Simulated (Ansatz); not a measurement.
Sn17AsH28. The state is a doublet with charge 0. Geometry PBE-D4/def2-SVP, that of the charge -1 singlet; atoms count from 1.

Cartesian coordinates in Å:
```
Sn -3.9112 1.6051 1.8969
Sn -1.0348 4.8434 0.6004
Sn -1.5618 -2.6819 2.3831
As -0.1745 0.4662 1.2255
Sn 1.5764 -5.0634 0.7935
Sn -0.7063 -3.5291 -0.1637
Sn 3.9071 -0.9748 1.4575
Sn -2.5898 1.1200 -2.4823
Sn 1.7236 0.0226 -2.5721
Sn 3.2464 3.4297 0.2927
Sn -3.8664 -1.0901 2.7346
Sn -1.8419 2.1889 0.0477
Sn 1.4526 5.4114 -0.5880
Sn -3.2993 -1.5216 -1.4997
Sn 2.1915 0.8147 0.0851
Sn 3.9607 -3.5904 0.3985
Sn 0.5297 -2.5356 -2.4963
Sn -0.1597 1.7087 -3.8229
H -5.5205 1.9508 1.3231
H -3.7436 2.5497 3.3621
H -0.8298 5.0993 2.3147
H -2.2128 6.0300 0.0962
H -0.2032 -2.1467 3.3286
H -1.9742 -4.2470 3.0819
H 0.1425 1.3731 2.4348
H 1.6480 -5.4602 2.4984
H 1.9272 -6.5934 0.0101
H -1.7691 -4.8213 -0.6710
H 3.4364 -0.9736 3.1372
H 5.5098 -0.2750 1.4451
H -3.6701 2.3925 -3.0512
H 3.2494 -0.1584 -3.4050
H 3.6121 3.7517 1.9679
H 4.7785 3.5369 -0.5369
H -4.1352 -1.1463 4.4676
H -5.1892 -1.9902 2.0540
H 2.0553 7.0052 -0.1997
H 1.3354 5.3511 -2.3205
H -4.5922 -0.6461 -0.5921
H -4.3457 -1.8588 -2.9139
H 4.3148 -3.3563 -1.2922
H 5.4050 -4.3312 1.0497
H 1.7168 -3.7540 -2.9150
H -0.6879 -2.6114 -3.7432
H 0.4162 3.3520 -3.6867
H -0.1163 1.3537 -5.5345
```

In the def2 sets Sn takes a core potential; there is no spin–orbit coupling. Single mean-field runs in def2-SVP are fitted with def2-universal-jkfit.

(1) Estimate the Mulliken populations of the heavy atoms from the PBE0/def2-SVP orbitals of Ansatz.

(2) Where does the spin sit?

(3) And the Mayer bond orders between heavy atoms (over 0.3)?

Results:

(1) 
| atom | charge (e) | spin (α − β) |
| --- | --- | --- |
| Sn1 | 0.15 | 0.00 |
| Sn2 | 0.18 | 0.00 |
| Sn3 | 0.17 | 0.03 |
| As4 | -0.26 | 0.00 |
| Sn5 | 0.17 | 0.20 |
| Sn6 | -0.07 | -0.04 |
| Sn7 | 0.17 | 0.00 |
| Sn8 | 0.09 | 0.08 |
| Sn9 | 0.05 | 0.01 |
| Sn10 | 0.17 | 0.00 |
| Sn11 | 0.13 | 0.00 |
| Sn12 | -0.07 | 0.00 |
| Sn13 | 0.12 | 0.00 |
| Sn14 | 0.17 | 0.46 |
| Sn15 | -0.04 | 0.00 |
| Sn16 | 0.11 | 0.03 |
| Sn17 | 0.10 | 0.03 |
| Sn18 | 0.15 | 0.00 |
Mulliken values depend strongly on the basis.

(2) Summed by element: Sn 0.81, As 0.00, H 0.18, of 1 unpaired in all. Largest on single atoms: Sn14 0.46, Sn5 0.20, Sn8 0.08.

(3) Sn1–Sn11 0.85 (2.82 Å); Sn1–Sn12 0.85 (2.84 Å); Sn2–Sn12 0.84 (2.83 Å); Sn2–Sn13 0.88 (2.81 Å); Sn3–Sn6 0.78 (2.82 Å); Sn3–Sn11 0.85 (2.82 Å); As4–Sn12 0.91 (2.67 Å); As4–Sn15 0.92 (2.65 Å); Sn5–Sn6 0.72 (2.91 Å); Sn5–Sn16 0.85 (2.83 Å); Sn6–Sn17 0.78 (2.82 Å); Sn7–Sn15 0.84 (2.83 Å); Sn7–Sn16 0.87 (2.82 Å); Sn8–Sn12 0.82 (2.85 Å); Sn8–Sn14 0.78 (2.91 Å); Sn8–Sn18 0.84 (2.84 Å); Sn9–Sn15 0.86 (2.81 Å); Sn9–Sn17 0.84 (2.82 Å); Sn9–Sn18 0.86 (2.82 Å); Sn10–Sn13 0.87 (2.81 Å); Sn10–Sn15 0.84 (2.83 Å).
